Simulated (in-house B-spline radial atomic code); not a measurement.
Successive ionisation energies of technetium; each step leads to the configuration of the next row (after the last: [Ar] 3d5). Dirac energy differences include first-order Breit, QED and recoil terms. NIST's values go from ground level to ground level; the uncertainty of those that are theory runs from under 0.1 % in few-electron ions to several per cent in heavy many-electron ones. Computed with a radial B-spline atomic code at the basis-set limit: Dirac-Hartree-Fock, average of the configuration, finite nuclei.

```tsv
ion	configuration	ionisation energy (eV)	tabulated value (eV)	tabulated kind	computed minus tabulated (eV)	highest orbital	largest mean radius (bohr)
Tc	[Kr] 4d5 5s2	6.4	7.11938	measured	-0.7	5s1/2	3.5308
Tc+	[Kr] 4d5 5s1	13.5	15.26	semi-empirical	-1.8	5s1/2	3.1872
Tc2+	[Kr] 4d5	27.1	29.55	semi-empirical	-2.5	4d5/2	1.6131
Tc3+	[Kr] 4d4	?	?	tabulated theory	?	?	?
Tc4+	[Kr] 4d3	55.3	57	tabulated theory	-1.7	4d5/2	1.4449
Tc5+	[Kr] 4d2	71.0	72	tabulated theory	-1.0	4d5/2	1.383
Tc6+	[Kr] 4d1	87.7	88	tabulated theory	-0.3	4d5/2	1.33
Tc7+	[Ar] 3d10 4s2 4p6	151.1	150	tabulated theory	1.1	4p3/2	1.1009
Tc8+	[Ar] 3d10 4s2 4p5	171.5	169	tabulated theory	2.5	4p3/2	1.0791
Tc9+	[Ar] 3d10 4s2 4p4	?	?	tabulated theory	?	?	?
Tc10+	[Ar] 3d10 4s2 4p3	214.1	214	tabulated theory	0.1	4p3/2	1.0403
Tc11+	[Ar] 3d10 4s2 4p2	236.2	239	tabulated theory	-2.8	4p3/2	1.0224
Tc12+	[Ar] 3d10 4s2 4p1	?	?	semi-empirical	?	?	?
Tc13+	[Ar] 3d10 4s2	311.4	311	tabulated theory	0.4	4s1/2	0.94058
Tc14+	[Ar] 3d10 4s1	337.3	338.55	semi-empirical	-1.3	4s1/2	0.92702
Tc15+	[Ar] 3d10	605.6	604	tabulated theory	1.6	3d5/2	0.41211
Tc16+	[Ar] 3d9	661.1	655	tabulated theory	6.1	3d5/2	0.40755
Tc17+	[Ar] 3d8	718.1	713	tabulated theory	5.1	3d5/2	0.40303
Tc18+	[Ar] 3d7	776.8	773	tabulated theory	3.8	3d5/2	0.39856
Tc19+	[Ar] 3d6	837.2	829	tabulated theory	8.2	3d5/2	0.395
```

Q: Fill in the row of Tc3+.

A: ionisation energy (eV): 40.6; tabulated value (eV): 41; computed minus tabulated (eV): -0.4; highest orbital: 4d5/2; largest mean radius (bohr): 1.5193.

Q: Fill in the row of Tc9+.

A: ionisation energy (eV): 192.5; tabulated value (eV): 189.9; computed minus tabulated (eV): 2.6; highest orbital: 4p3/2; largest mean radius (bohr): 1.0591.

Q: Fill in the row of Tc12+.

A: ionisation energy (eV): 258.9; tabulated value (eV): 262.08; computed minus tabulated (eV): -3.2; highest orbital: 4p3/2; largest mean radius (bohr): 1.0054.

Q: Where is the largest jump?

A: From Tc to Tc+, by a factor of 2.11 (6.3923 to 13.508 eV); the highest orbital goes from 5s1/2 to 5s1/2.

Where a p, d or f electron is removed, the computed value is a mean over both j, so it misses the tabulated one by a part of the spin-orbit splitting; averaging over terms and missing correlation add to the gap, relatively most at low charge.
